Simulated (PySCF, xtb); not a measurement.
ClH₄NSi, SMILES N[SiH2]Cl.

Geometry optimised at ωB97X-D3(BJ)/def2-TZVP. One conformer was computed; it need not be the lowest.

Method: C-PCM-ωB97X/def2-SVP in PySCF 2.14.0.

The values are the electrostatic part of the solvation free energy, E(continuum) − E(gas) at the gas-phase geometry, in a cavity of scaled van der Waals radii (PySCF's table); cavitation and dispersion terms are not included. In vacuum the orbital gap is 13.51 eV. The dipole moment in vacuum is 2.13 D.

Question: Estimate the values in water (ε = 78.36), 1-octanol (ε = 9.86), dimethylsulfoxide (ε = 46.83). (An estimate is asked for; the answer gives what the named calculation found.)

Answer: 
```tsv
solvent	ε	ΔG(elec) (kcal/mol)	dipole (D)	gap (eV)
water	78.36	-4.0	2.60	13.63
1-octanol	9.86	-3.6	2.55	13.62
dimethylsulfoxide	46.83	-3.9	2.60	13.63
```

For comparison, GFN2-xTB/ALPB(water) (xtb, at the GFN2-xTB geometry, all terms of that model) gives -3.1 kcal/mol.
